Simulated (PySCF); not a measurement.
A search over the determinants of AlGa

Unrestricted PBE0; Al x2c-SVPall, Ga x2c-SVPall; spin-free X2C with a Gaussian nucleus (PySCF 2.14). Outer shells of the fragments: Al 3s2 3p1; Ga 3d10 4s2 4p1.

Followed along the bond (rough minima from three points):

```json
{"2Ms+1": "3", "unpaired": "σ ↑, π ↑", "⟨S²⟩ at the start": "2.01", "R at minimum (Å)": "2.70", "Te (eV)": "0.00"}
{"2Ms+1": "3", "unpaired": "π ↑↑", "⟨S²⟩ at the start": "2.01", "R at minimum (Å)": "2.45", "Te (eV)": "0.08"}
{"2Ms+1": "1", "unpaired": "σ ↓, π ↑", "⟨S²⟩ at the start": "1.02", "R at minimum (Å)": "2.69", "Te (eV)": "0.13"}
{"2Ms+1": "1", "unpaired": "π ↑↓", "⟨S²⟩ at the start": "1.01", "R at minimum (Å)": "2.46", "Te (eV)": "0.26"}
{"2Ms+1": "1", "unpaired": "none", "⟨S²⟩ at the start": "0.00", "R at minimum (Å)": "2.50", "Te (eV)": "0.81"}
```

Solutions found at the starting distance of 2.400 Å, counted from the lowest of them; the search is not exhaustive and high or unbound solutions are not listed, so other states can lie among these:

| 2Ms+1 | unpaired | term | E (eV) | ⟨S²⟩ | ⟨Lz²⟩ | μ (D) |
| --- | --- | --- | --- | --- | --- | --- |
| 3 | π ↑↑ | ³Σ⁻ | 0.00 | 2.01 | 0.00 | 0.00 |
| 3 | σ ↑, π ↑ | ³Π | 0.15 | 2.01 | 1.00 | 0.11 |
| 1 | π ↑↓ | mixed | 0.19 | 1.01 | 2.01 | 0.00 |
| 1 | σ ↓, π ↑ | mixed | 0.27 | 1.02 | 1.00 | 0.10 |
| 1 | none | mixed | 0.75 | 0.00 | 2.00 | -0.03 |
| 3 | π ↑↑ | mixed | 2.25 | 2.01 | 2.01 | -0.17 |
| 3 | σ ↑↑, π ↑↓ | mixed | 2.60 | 3.01 | 2.01 | -0.18 |
| 1 | σ ↓↓, π ↑↑ | mixed | 2.95 | 2.01 | 0.00 | -0.33 |
| 3 | σ ↑, π ↑ | ³Π | 3.34 | 2.16 | 1.02 | 0.06 |
| 1 | σ ↓, π ↑ | mixed | 3.73 | 1.14 | 1.02 | -0.26 |

A term symbol is given only where ⟨S²⟩ and ⟨Lz²⟩ are close to those of a pure state; real π, δ and φ orbitals otherwise mix terms. A positive dipole means Al(−)Ga(+).

Q: Compare the gap between the two lowest followed solutions at the starting distance with the gap between their minima.

A: At PBE0 the second solution (triplet, unpaired electrons π ↑↑) lies -0.15 eV from the first (triplet, unpaired electrons σ ↑, π ↑) at 2.400 Å and +0.08 eV at the minima; the two curves relax by different amounts, since their minima lie near 2.45 and 2.70 Å.

Spin–orbit coupling is left out. Counting both spins, an empty level lies below a filled one in some of these solutions, because spin and occupation are held.
